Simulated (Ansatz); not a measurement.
One change: `[SiH3]OB(Cl)Cl` becomes `[SiH3][O][In]([Cl])[Cl]`.

Ansatz, PBE0-D4/def2-TZVP geometries, multiplicity 1. Each molecule was computed in one conformer, which needn't be the lowest.

Elements past krypton have def2 core potentials.

| property | `[SiH3]OB(Cl)Cl` |
| --- | --- |
| HOMO energy (PBE/def2-TZVPP) / eV | -7.54 |
| HOMO–LUMO gap (ωB97M-V/def2-TZVPP) / eV | 12.75 |
| LUMO energy (PBE/def2-TZVPP) / eV | -1.58 |
| LUMO energy (ωB97M-V/def2-TZVPP) / eV | 1.48 |
| HOMO energy (ωB97M-V/def2-TZVPP) / eV | -11.28 |
| HOMO energy (B3LYP/def2-TZVPP) / eV | -8.70 |

(1) What does the change do to each property? (An estimate is asked.)

Answers

(1) Ansatz gave: 
```
                               property  `[SiH3][O][In]([Cl])[Cl]`  shift
      HOMO energy (PBE/def2-TZVPP) / eV                      -7.40   0.14
HOMO–LUMO gap (ωB97M-V/def2-TZVPP) / eV                      10.32  -2.43
      LUMO energy (PBE/def2-TZVPP) / eV                      -3.64  -2.06
  LUMO energy (ωB97M-V/def2-TZVPP) / eV                      -0.79  -2.27
  HOMO energy (ωB97M-V/def2-TZVPP) / eV                     -11.11   0.17
    HOMO energy (B3LYP/def2-TZVPP) / eV                      -8.60   0.10
```

With PBE0 the HOMO rises by 0.19 eV and the LUMO falls by 2.15 eV, so the gap narrows by about 2.34 eV. PBE moves the HOMO by 0.14 eV and ωB97M-V by 0.17 eV.

B3LYP here is the variant with VWN-RPA as its local correlation; programs differ in this.
